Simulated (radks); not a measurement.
Isoelectronic series with 32 electrons, each ion in its NIST ground configuration. All-electron calculation, Dirac Kohn-Sham, PBE, spin-unpolarised, spherical densities, finite nucleus; open shells fill j = l - 1/2 first; Fermi nuclear charge, rms radius of each element as measured or else 0.836 A^(1/3) + 0.57 fm. Program: a radial shooting solver on a logarithmic mesh with Libxc functionals. Total energies (hartree) and mean radii <r> (bohr) (* marks an orbital that is empty in some or all of the ions):

| ion | configuration | E (hartree) | 4p3/2* | 4p1/2 | 4s1/2 |
|---|---|---|---|---|---|
| Ge | [Ar] 3d10 4s2 4p2 | -2098.92888 | 2.931 | 2.871 | 2.119 |
| As+ | [Ar] 3d10 4s2 4p2 | -2260.59300 | 2.330 | 2.292 | 1.877 |
| Se2+ | [Ar] 3d10 4s2 4p2 | -2428.97191 | 2.001 | 1.970 | 1.693 |
| Br3+ | [Ar] 3d10 4s2 4p2 | -2604.05897 | 1.776 | 1.750 | 1.548 |
| Kr4+ | [Ar] 3d10 4s2 4p2 | -2785.85960 | 1.609 | 1.585 | 1.431 |
| Rb5+ | [Ar] 3d10 4s2 4p2 | -2974.38658 | 1.476 | 1.454 | 1.332 |
| Sr6+ | [Ar] 3d10 4s2 4p2 | -3169.65716 | 1.367 | 1.347 | 1.248 |
| Zr8+ | [Ar] 3d10 4s2 4p2 | -3580.51564 | 1.198 | 1.179 | 1.111 |
| Nb9+ | [Ar] 3d10 4s2 4p2 | -3796.15270 | 1.130 | 1.111 | 1.054 |
| Mo10+ | [Ar] 3d10 4s2 4p2 | -4018.63138 | 1.070 | 1.052 | 1.004 |
| Tc11+ | [Ar] 3d10 4s2 4p2 | -4247.98462 | 1.016 | 0.9986 | 0.9577 |
| Ru12+ | [Ar] 3d10 4s2 4p2 | -4484.24043 | 0.9686 | 0.9511 | 0.9161 |
